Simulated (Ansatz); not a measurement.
F$_{2}$OTi (`[O]=[Ti]([F])[F]`), one more setting.

```yaml
crystal:
  periodic: [false, false, false]
  atoms:
    - {symbol: O, position_ang: [0.045723, 0.470877, 1.512440]}
    - {symbol: Ti, position_ang: [-0.057734, -0.034398, 0.006513]}
    - {symbol: F, position_ang: [0.835050, -1.536346, -0.374152]}
    - {symbol: F, position_ang: [-0.823039, 1.099877, -1.144801]}
basis:
  gaussian: {orbitals: ANO-RCC-VTZP}
hamiltonian: {xc: {name: B97M-V}}
accuracy: high
scf: {lower_state_search: off}
output: {forces: true}
```

```sh
$ ansatz run in.yaml --threads 4 --pin off --events-out ev --progress --plain --max-ram 10444MiB
```

It prints (some lines left out):

```
Functional definition: B97M-V
2849 factors; integrals over basis functions are off by at most 3.8e-9 eV
mean field evaluation 1: about -30706.6479 eV, gradient 9.3e1 eV
mean field evaluation 2: about -30309.7019 eV, gradient 4.8e2 eV
mean field evaluation 4: about -30719.5053 eV, gradient 2.4e1 eV
mean field evaluation 8: about -30720.5414 eV, gradient 9.4e-2 eV
mean field evaluation 16: about -30720.5424 eV, gradient 3.8e-5 eV
mean field -30720.54238182 eV, -1128.9591094005 hartree, gradient 2.5e-8 eV, S^2 0.000000; 0 other end points of the search recorded, 0 dependent functions left out
reference -30720.54239537 eV, -1128.9591098984 hartree; 24, 24 occupied and 125, 125 virtual orbitals, 2849 factors
Total energy: -30720.54239537 eV, -1128.9591098984 hartree
Relativity: scalar
Atom 0 at     0.045723     0.470877     1.512440 Å, force     0.051532     0.199038     0.569744 eV/Å
Atom 1 at    -0.057734    -0.034398     0.006513 Å, force    -0.079327    -0.204545    -0.527950 eV/Å
Atom 2 at     0.835050    -1.536346    -0.374152 Å, force     0.065369    -0.079090     0.003045 eV/Å
Atom 3 at    -0.823039     1.099877    -1.144801 Å, force    -0.037573     0.084597    -0.044838 eV/Å
Dipole moment:    -0.141811    -0.150943    -0.211294 e Å
Checks for a lower state left out: stability, starts, cluster_reference, orbital_swaps, neighbouring_geometries, increment
```

Run time 2.4 min (4 threads of an Intel Xeon Platinum 8259CL on a shared host); peak host memory 0.7 GiB.
